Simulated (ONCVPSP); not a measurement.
How hard is this Ce ONCV potential?

cerium, optimised norm-conserving Vanderbilt (ONCV), made with ONCVPSP 4.0.1 (LDA (Perdew-Wang 92), scalar-relativistic). Core [Kr] 4d10, reference 4f1 5s2 5p6 5d1 6s2. Waves: 5s+6s: rc 2.75 bohr, ncon 4, nbas 7, qcut 4.5 1/bohr, 2 projectors; 5p: rc 2.65 bohr, ncon 4, nbas 9, qcut 6 1/bohr, 1 projector; 5d: rc 2.90 bohr, ncon 4, nbas 7, qcut 2.9 1/bohr, 2 projectors, debl 2.4 Ha; 4f: rc 0.95 bohr, ncon 4, nbas 9, qcut 21 1/bohr, 3 projectors, debl 2 Ha. Local part: polynomial inside 0.90 bohr (lpopt 1, dvloc0 1 Ha). Core correction: Teter function, fcfact 4.5, rcfact 1.05.

Task: For each optimised wave give the share of its norm inside rc, the residual kinetic energy above qcut (Ha) and the cutoffs (Ha) for errors of 10, 1, 0.1 and 0.01 mHa per electron.

Result:

```tsv
wave	norm inside rc	residual KE	10 mHa	1 mHa	0.1 mHa	0.01 mHa
5s	0.981	1.2e-06	2.4	6.1	7.8	9.0
6s	0.120	6.3e-06	1.9	6.2	8.2	9.8
5p	0.917	7.9e-09	3.9	7.1	11.2	13.4
5d	0.572	7.2e-03	4.0	9.8	19.0	22.7
d projector 2	0.196	1.6e-01	5.9	12.7	23.6	27.3
4f	0.499	5.2e-07	127.3	152.1	172.2	189.3
f projector 2	0.133	2.3e-08	121.6	148.8	171.1	188.8
f projector 3	0.066	4.8e-08	121.9	150.4	173.2	191.3
```

The occupied waves need 152 Ha and 172 Ha for 1 and 0.1 mHa. Note: ghosts flagged at negative energy: s at -165.6 eV, p at -61.7 eV, d at -64.8 eV; no localised positive-energy state flagged. A true bound ghost makes a file unfit for plane-wave use. 1 of 4 tests not solved or not reliable.
